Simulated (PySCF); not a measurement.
# Arsenic: a sound run and one with changed settings

Sound run: As⁺ [Ar] 3d10 4s2 4p2, As²⁺ [Ar] 3d10 4s2 4p1. All numbers are calculated (PySCF 2.14, a scalar-relativistic core potential, in cc-pVDZ-PP with ECP10MDF (4s3p2d, 23 functions)). The sound run starts from symmetry-adapted Hartree-Fock orbitals and uses a fine grid where one is needed.

Changed run: basis STO-3G, all-electron and non-relativistic. This setting is unsound on purpose.

```tsv
species	method	sound run (hartree)	changed run (hartree)	converged
As⁺	UHF	-330.85076	-2209.00633	yes
As⁺	LDA	-331.52177	-2206.69083	yes
As⁺	MN15	-332.44492	-2207.85389	yes
As²⁺	UHF	-330.19018	-2208.37732	yes
As²⁺	LDA	-330.83906	-2206.03713	yes
As²⁺	MN15	-331.77115	-2207.21744	yes
```

Ionisation energy of As⁺:

```tsv
method	sound run (eV)	changed run (eV)
UHF	17.975	17.116
LDA	18.578	17.788
MN15	18.334	17.319
```

A minimal basis cannot let orbitals breathe on ionisation and holds almost no correlation. The Hamiltonian changed with the basis, so the totals do not compare.

For comparison, NIST gives 18.589 eV between the lowest levels.
